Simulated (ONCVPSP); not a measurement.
## nitrogen, ONCV: configuration errors across variants

| Property | Result |
| --- | --- |
| Element | N |
| Generator | ONCVPSP 4.0.1 |
| Type | optimised norm-conserving Vanderbilt (ONCV) |
| Functional | Wu-Cohen |
| Relativity | scalar-relativistic |
| Frozen core | [He] |
| Valence charge | 5 |
| Reference configuration | 2s1 2p4 |
| Partial waves | 2s: rc 0.75 bohr, ncon 4, nbas 7, qcut 10.4 1/bohr, 2 projectors, debl 1.9 Ha; 2p: rc 1.45 bohr, ncon 4, nbas 8, qcut 10.3 1/bohr, 1 projector; d scattering state at 0.39 Ha: rc 1.20 bohr, ncon 5, nbas 8, qcut 6.8 1/bohr, 3 projectors, debl 3.8 Ha |
| Local potential | polynomial inside 0.75 bohr (lpopt 5, dvloc0 0 Ha) |
| Core correction | none |

All-electron excitation energies from the reference (eV): (1) 2s2 2p3 -11.430; (2) 2s2 2p2 2.131; (3) 2s2 2p1 30.949; (4) 2s2 2p0 77.942.

4 further variants failed, have other tests or another functional or relativity, and are left out.

A true bound ghost makes a file unfit for plane-wave use even where its test errors are small: the radial tests pick states by their node count and pass the ghost by.

Errors AE − PS in meV (a dash: test not solved or not reliable):

| change | (1) | (2) | (3) | (4) | bound ghosts | GHOST(+) flags above zero |
| --- | --- | --- | --- | --- | --- | --- |
| base | +4.3 | +29 | +136 | +512 | s | d |
| p: ncon 5, nbas 9 | +4.6 | +25 | +113 | +435 | s | d |
| s: qcut 10.6 | +4.4 | +29 | +136 | +512 | s | d |
| core correction Teter function, fcfact 2, rcfact 1.45 | +5.2 | +26 | +115 | +414 | s | d |
| s: qcut 14; p: qcut 13.9; d: qcut 9.1 | +9.4 | +31 | +120 | +441 | s | none |
| p: qcut 11.1 | +4.5 | +26 | +119 | +457 | s | d |
| local potential polynomial inside 0.75 bohr (lpopt 5, dvloc0 9.5 Ha) | +4.3 | +29 | +136 | +512 | s, d | none |

Task: Give the same row for: p: rc 1.18.

Result: +5.0, +18, +80, +329; bound ghosts: s; GHOST(+) flags above zero: d.
